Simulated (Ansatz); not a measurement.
Harmonic vibrations of the cluster AsP₂ by finite differences.

```yaml
crystal:
  periodic: [false, false, false]
  atoms:
    - {symbol: P, position_ang: [-0.424936, 0.748968, 0.846652]}
    - {symbol: P, position_ang: [0.980789, -0.684399, 0.421648]}
    - {symbol: As, position_ang: [-0.555853, -0.064559, -1.268301]}
basis:
  gaussian: {orbitals: def2-TZVP}
magnetization: {spin_polarized: true, initial_magnetization: 1}
hamiltonian: {xc: pbe, dispersion: d4}
scf: {omitted_lower_state_checks: [starts]}
phonons: {temperatures: {t_min: 298.15, t_max: 900, t_step: 200}}
```

```sh
$ ansatz run in.yaml --threads 4 --pin off --events-out ev --progress --plain --max-ram 3916MiB
```

Shortened log:

```
Functional definition: PBE
mean field -79401.71846016 eV, -2917.9593329932 hartree, gradient 2.7e-5 eV, S^2 0.762906; 0 other end points of the search recorded, 0 dependent functions left out
mean field -79401.71839260 eV, -2917.9593305103 hartree, gradient 2.6e-6 eV, S^2 0.762691; 0 other end points of the search recorded, 0 dependent functions left out
mean field -79401.71841265 eV, -2917.9593312470 hartree, gradient 8.3e-7 eV, S^2 0.763127; 0 other end points of the search recorded, 0 dependent functions left out
mean field -79401.71845747 eV, -2917.9593328941 hartree, gradient 1.7e-6 eV, S^2 0.762732; 0 other end points of the search recorded, 0 dependent functions left out
mean field -79401.71843779 eV, -2917.9593321711 hartree, gradient 2.1e-6 eV, S^2 0.763078; 0 other end points of the search recorded, 0 dependent functions left out
mean field -79401.71841472 eV, -2917.9593313234 hartree, gradient 2.5e-6 eV, S^2 0.763309; 0 other end points of the search recorded, 0 dependent functions left out
mean field -79401.71839808 eV, -2917.9593307116 hartree, gradient 2.9e-6 eV, S^2 0.762510; 0 other end points of the search recorded, 0 dependent functions left out
mean field -79401.71844950 eV, -2917.9593326013 hartree, gradient 1.8e-6 eV, S^2 0.762959; 0 other end points of the search recorded, 0 dependent functions left out
mean field -79401.71845069 eV, -2917.9593326452 hartree, gradient 1.9e-6 eV, S^2 0.762852; 0 other end points of the search recorded, 0 dependent functions left out
mean field -79401.71845162 eV, -2917.9593326792 hartree, gradient 9.0e-7 eV, S^2 0.762723; 0 other end points of the search recorded, 0 dependent functions left out
mean field -79401.71844807 eV, -2917.9593325489 hartree, gradient 2.1e-6 eV, S^2 0.763086; 0 other end points of the search recorded, 0 dependent functions left out
mean field -79401.71842939 eV, -2917.9593318624 hartree, gradient 1.1e-6 eV, S^2 0.763026; 0 other end points of the search recorded, 0 dependent functions left out
mean field -79401.71844781 eV, -2917.9593325394 hartree, gradient 1.3e-6 eV, S^2 0.762787; 0 other end points of the search recorded, 0 dependent functions left out
Total energy: -79401.85834898 eV, -2917.9644738123 hartree
Atom 0 at    -0.424936     0.748968     0.846652 Å, force    -0.000928     0.002101     0.002909 eV/Å
Atom 1 at     0.980789    -0.684399     0.421648 Å, force    -0.000394    -0.000511    -0.001958 eV/Å
Atom 2 at    -0.555853    -0.064559    -1.268301 Å, force     0.001321    -0.001590    -0.000952 eV/Å
Dipole moment:    -0.021764     0.027680     0.019066 e Å
Vibrations: 166.32 340.13 598.92 cm⁻¹, zero-point energy 0.068524 eV
Checks for a lower state left out: starts
```

Run time 13 s (4 threads of Arm Neoverse V1 on a shared host).

The relaxation made no stability test and no search for a lower SCF solution. The structure comes from a short search, and lower isomers may exist.
